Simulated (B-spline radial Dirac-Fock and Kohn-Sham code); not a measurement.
Z = 15 (phosphorus), transition energy 55.9 keV. Model: a Dirac-Hartree-Slater potential of the neutral atom with a Latter tail (no hole, which puts coefficients of high multipoles low close above an edge), finite nucleus with surface currents. Program: a radial finite-basis atomic code. Subshells that would emit electrons below 1 keV are left out.

Q: A pure transition shows α(K) = 0.0636, L1/L2 = 90.3 and L1/L3 = 47.7. What is its multipolarity?
A. M4
B. E4
C. E1
D. M1
E. M3
F. E2
G. M2
H. E3

A: C. For comparison, α(K), L1/L2, L1/L3 are E2 1.35, 29.6, 17.1; E3 23.8, 10.4, 6.28; E4 403, 4.68, 2.89; M1 0.0202, 54.2, 102; M2 0.360, 26.1, 34.5; M3 6.31, 15.5, 11.8; M4 112, 10.4, 5.64.

Values without a named source are computed, but for edge energies of neutral atoms, which are taken from tables.
